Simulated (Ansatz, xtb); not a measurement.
Two structures of AlHN2Si

We compare X, `[N]1=[Si]2[NH][Al]12`, a singlet, with Y, a singlet given by its coordinates. Both are isolated molecules in the gas phase, relaxed with B3LYP-D3(BJ)/def2-SVP.

X (Å):

```yaml
atoms:
  - { symbol: Al, position_ang: [-0.4634, -0.5432, -0.2716] }
  - { symbol: N, position_ang: [1.0473, 0.4368, 0.0698] }
  - { symbol: N, position_ang: [-1.2945, 0.8565, -1.0883] }
  - { symbol: Si, position_ang: [0.1179, 1.7184, -0.7515] }
  - { symbol: H, position_ang: [1.9792, 0.4418, 0.4749] }
```

Y (Å):

```xyz
5

Al   -0.3530    0.0193   -0.3405
N     0.5685   -0.8572    0.8771
N    -1.2476    0.4357   -1.6524
Si    1.3993   -1.6318    1.9797
H    -1.7126    1.1570   -2.1834
```

Close contacts (Å): Al1–N2 1.76, Al1–N3 1.64, N2–Si4 1.58, N3–H5 1.01.

Quicker runs give these differences E(Y) − E(X): GFN2-xTB −25.04 kcal/mol; HF/STO-3G +9.20 kcal/mol (at GFN2-xTB geometries); r2SCAN-D4/def2-SVP +4.48 kcal/mol (at GFN2-xTB geometries).

Task: Which of the two would you expect CCSD(T)/def2-TZVPP electronic energies to favour?

Result: Structure X; the calculation gives E(Y) − E(X) = +1.43 kcal/mol.

Level by level:

| level | geometry | E(Y) − E(X) (kcal/mol) | departure from the last row (kcal/mol) | job, with rough time for the two |
| --- | --- | --- | --- | --- |
| GFN2-xTB | GFN2-xTB | −25.04 | −26.47 | optimisation, 1 s |
| HF/STO-3G | GFN2-xTB | +9.20 | +7.77 | single point, 1.1 s |
| r2SCAN-D4/def2-SVP | GFN2-xTB | +4.48 | +3.05 | single point, 7.8 s |
| B3LYP-D3(BJ)/def2-SVP | B3LYP-D3(BJ)/def2-SVP | −4.16 | −5.58 | optimisation, 79 s |
| HF/def2-TZVPP | B3LYP-D3(BJ)/def2-SVP | −18.41 | −19.83 | part of the CCSD(T) run |
| MP2/def2-TZVPP | B3LYP-D3(BJ)/def2-SVP | +3.94 | +2.52 | part of the CCSD(T) run |
| CCSD(T)/def2-TZVPP | B3LYP-D3(BJ)/def2-SVP | +1.43 |  | single point, 2.6 min |

GFN2-xTB, B3LYP-D3(BJ)/def2-SVP, HF/def2-TZVPP put the two in the other order. The largest departure from CCSD(T)/def2-TZVPP is that of GFN2-xTB, 26.47 kcal/mol.

With harmonic frequencies from B3LYP-D3(BJ)/def2-SVP (ideal gas, rigid rotor, one conformer each, 298.15 K, 1 atm): on the last row, ΔE + ΔZPE = +0.33, ΔH = +1.27, ΔG = −0.41 kcal/mol. In free energy the two are nearly level. The free energy reverses the electronic order.

The T1 diagnostic of structures X and Y is large, so the coupled-cluster value is less sure. The correlated steps freeze 12 core orbitals. Programs: Ansatz 0.2.0, xtb 6.7.1; the last row on 1 thread of AMD EPYC (Zen 3) on a shared host.
